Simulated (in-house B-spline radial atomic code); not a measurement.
The fluorine ion F⁺ is squeezed into an impenetrable sphere of radius R (the orbitals vanish at R). Computed with a radial B-spline atomic code at the basis-set limit: Dirac-Hartree-Fock, average of configuration, Fermi nucleus of rms radius 2.8976 fm.

Energies in eV above the free ion in [He] 2s2 2p4:

```
R (bohr)  highest level (eV)  [He] 2s2 2p4  [He] 2s1 2p5
    8.68               -38.7             0         23.02
    5.72               -38.7      0.000592         23.02
    4.97               -38.7      0.005447         23.03
    4.25               -38.6       0.04425         23.08
    3.49               -38.3        0.3882         23.52
     2.8               -36.6         2.715         26.24
    2.45               -34.2         7.268         31.28
    2.12               -29.4          18.5         43.23
    1.83                 -21          42.5         67.93
    1.34                16.1         183.9         207.3
```

Task: Does [He] 2s1 2p5 fall below [He] 2s2 2p4 under compression?

Result: No, it stays above over the whole range.

The highest level is first positive in the row R = 1.34 bohr, pushed up by confinement above the zero of the free ion's potential. Each configuration is held fixed and needn't be the lowest in the sphere.
